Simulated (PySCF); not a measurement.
**Ionisation energy of Kr+ by level of theory**

Kr+ [Ar] 3d10 4s2 4p5 (2P) → Kr(2+) [Ar] 3d10 4s2 4p4 (3P), as a difference of total energies. Calculation: PySCF 2.14, in def2-SVP; the non-relativistic Hamiltonian (point nucleus). Correlated levels: valence: [Ar] 3d10 frozen. The calculations carry no spin-orbit coupling.

Q: Order these methods by the ionisation energy they give, lowest first.
A. PBE0
B. CCSD(T) (valence)
C. MP2 (valence)
D. r2SCAN

A: B (23.929 eV), C (23.970 eV), A (24.477 eV), D (24.583 eV).

These non-relativistic numbers lack the scalar-relativistic shift.

The reference lies between the lowest fine-structure levels, while these numbers refer to the centres of the terms.

Errors of the correlated levels include the incompleteness of this basis and the frozen core.

For comparison: 24.360 eV (measured; NIST Atomic Spectra Database, ionization energies).
